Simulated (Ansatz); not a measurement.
`CN[SiH2]Cl` + `[Cl][GaH2]` → `CN[SiH2][GaH2]` + Cl₂ at 400 K and 1 bar (formal exchange of groups at the Si–Cl bond).

Gas-phase electronic energies from Ansatz, PBE0-D4/def2-TZVP geometries. CBS: MP2 limit from def2 TZ/QZ plus the TZ coupled-cluster correction, frozen cores. This one scheme is used for every species. For Ga outer-core shells are correlated without core-valence functions, which leaves a few kJ/mol of doubt a bond. Scalar relativity is left out up to krypton. Each species was taken in one conformer, which may not be the lowest.

```json
{"species": "`CN[SiH2]Cl`", "CCSD(T)/CBS energy (Eh)": "-845.29269", "H − E (kJ/mol)": "222.9", "S (J/(mol·K))": "360.3"}
{"species": "`[Cl][GaH2]`", "CCSD(T)/CBS energy (Eh)": "-2384.95520", "H − E (kJ/mol)": "55.3", "S (J/(mol·K))": "280.7"}
{"species": "`CN[SiH2][GaH2]`", "CCSD(T)/CBS energy (Eh)": "-2310.57822", "H − E (kJ/mol)": "259.2", "S (J/(mol·K))": "412.7"}
{"species": "Cl₂", "CCSD(T)/CBS energy (Eh)": "-919.51390", "H − E (kJ/mol)": "16.1", "S (J/(mol·K))": "232.9"}
```

H − E and S are ideal-gas, rigid-rotor, harmonic terms from PBE0-D4/def2-TZVP, for one conformer and one mirror image of each species. 1 Eh = 2625.50 kJ/mol, R = 8.31446 J/(mol·K).

Question: By hand: ΔE, ΔH, ΔS and ΔG.

Answer: ΔE = (-2310.57822) + (-919.51390) − (-845.29269) − (-2384.95520) = 0.15577 Eh = 409.0 kJ/mol. Δ(H − E) = 259.2 + 16.1 − 222.9 − 55.3 = -2.9, so ΔH = 406.1 kJ/mol. ΔS = 412.7 + 232.9 − 360.3 − 280.7 = 4.6 J/(mol·K). ΔG = 406.1 − 400 × (4.6)/1000 = 404.3 kJ/mol.

Question: By hand: the equilibrium constant, and the temperature at which ΔG would vanish if ΔH and ΔS stayed fixed.

Answer: log₁₀ K = −ΔG/(RT ln 10) = -52.8. ΔG = 0 at ΔH/ΔS = 88283 K, far beyond where these terms or the molecules hold.

The number of gas molecules stays the same, so ΔS is small and ΔH decides. A doubt of 5 kJ/mol in ΔE shifts log₁₀ K by 0.7 here. Other conformers and mirror images would add mixing entropy, several J/(mol·K) or more a flexible species. These are equilibria of isolated gas molecules and say nothing of rates. Largest T1 diagnostic: 0.012 (customary marks: 0.02 for closed shells, 0.045 for open ones).
